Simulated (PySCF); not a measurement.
Dipole response of Se (selenium, neutral)

[Ar] 3d10 4s2 4p3 5s1, high-spin 5S determinant (an excited configuration). All numbers are calculated (PySCF 2.14, a scalar-relativistic core potential, in aug-cc-pVQZ-PP with one added diffuse shell each of s, p, d, f, g type with ECP10MDF (8s7p6d4f3g, 114 functions)). Coupled (time-dependent) response in atomic units; α is the mean over directions.

| method | mean α (bohr³) | C₆ (like pair) | S(−4) |
| --- | --- | --- | --- |
| TPSSh | 641.2 | 13310 | 366700 |

S(−4) is the Cauchy moment in α(ω) = α(0) + S(−4) ω² + …

α(iu) at TPSSh:

| u (hartree) | α(iu) (bohr³) |
| --- | --- |
| 0 | 641.2 |
| 0.0500 | 268.8 |
| 0.100 | 105.4 |
| 0.200 | 38.27 |
| 0.300 | 22.65 |
| 0.500 | 12.17 |
| 0.750 | 7.157 |
| 1.00 | 4.720 |
| 1.50 | 2.506 |
| 2.00 | 1.570 |
| 3.00 | 0.8051 |
| 5.00 | 0.3435 |

A single London oscillator, α(iu) = α/(1 + u²/ω²), gives C₆ = (3/4) ω α². Matching the computed C₆ needs ω = 4 × 13310 / (3 × 641.2²) = 0.0432 hartree.

Energies and moments cover only the electrons outside the core potential. The outer electron is Rydberg-like, and this basis confines it to a smaller radius and binds it less than a complete one would.
